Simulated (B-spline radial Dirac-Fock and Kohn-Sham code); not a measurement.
**Dipole and non-dipole photoemission parameters of Tb 4f5/2**

System: neutral terbium, [Xe] 4f9 6s2; threshold 9.64 eV (orbital energy of the model). Calculated with a radial B-spline solver, using Dirac-Hartree-Slater photoionisation with a Latter tail; cross sections with all multipoles, angular parameters from the dipole term and its interference with E2.

Input of the calculation (task.json; shells as n, l, electrons):

```json
{"items": [{
  "Z": 65,
  "q": 0,
  "cfg": [[1, 0, 2], [2, 0, 2], [2, 1, 6], [3, 0, 2], [3, 1, 6], [3, 2, 10], [4, 0, 2], [4, 1, 6], [4, 2, 10], [4, 3, 9], [5, 0, 2], [5, 1, 6], [6, 0, 2]],
  "A": 159,
  "rrms": 5.06,
  "do": "xps",
  "hv": [56.7, 60, 69.1, 78.6, 89.8, 129.0, 135.0, 148.0, 150, 167.0, 170.0, 413.0, 605.0, 614.0, 763.0, 1253.6, 1270.0, 1486.9, 1680.0, 1950.0, 2000, 2260.0, 2420.0, 2900.0, 3740.0, 3780.0, 8047.8, 9251.7, 11000.0, 15000],
  "edges": {"K": 51996.0, "L1": 8708.0, "L2": 8252.0, "L3": 7514.0, "M1": 1968.0, "M2": 1768.0, "M3": 1611.0, "M4": 1276.9, "M5": 1241.1, "N1": 396.0, "N2": 322.4, "N3": 284.1, "N4": 150.5, "N5": 150.5}
}]}
```

Command: `python xray2_run.py task.json out`

For linearly polarised light dσ/dΩ = σ/(4π) [1 + β P₂(cos θ) + (δ + γ cos²θ) sin θ cos φ], with θ from the polarisation vector and φ the angle between the beam and the projection of the electron momentum on the plane normal to the polarisation.

```tsv
hν (eV)	σ (kb)	β	γ	δ
56.7	2300	0.540	0.006	0.010
60	2400	0.508	0.006	0.010
69.1	2620	0.444	0.006	0.011
78.6	2750	0.403	0.005	0.012
89.8	2790	0.376	0.005	0.014
129	2560	0.375	0.007	0.017
135	2500	0.382	0.007	0.018
148	2360	0.399	0.008	0.019
150	2340	0.402	0.008	0.019
167	2150	0.429	0.009	0.020
170	2110	0.434	0.009	0.021
413	?	?	?	?
605	196	0.955	0.092	0.051
614	188	0.960	0.094	0.051
763	101	1.020	0.146	0.061
1253.6	21.1	1.074	0.332	0.092
1270	20.2	1.074	0.338	0.093
1486.9	11.8	1.066	0.416	0.105
1680	7.69	1.052	0.480	0.116
1950	4.51	1.027	0.562	0.131
2000	4.11	1.022	0.576	0.134
2260	2.62	0.996	0.645	0.148
2420	2.03	0.979	0.684	0.157
2900	1.02	0.931	0.790	0.183
3740	0.376	0.856	0.938	0.228
3780	0.361	0.853	0.944	0.230
8047.8	0.0151	0.624	1.377	0.437
9251.7	0.00815	0.583	1.444	0.490
11000	0.00375	0.534	1.515	0.562
15000	0.000906	0.454	1.614	0.714
```

**Question.** Give the values at 413 eV.

**Answer.** σ = 513 kb, β = 0.806, γ = 0.041, δ = 0.037.
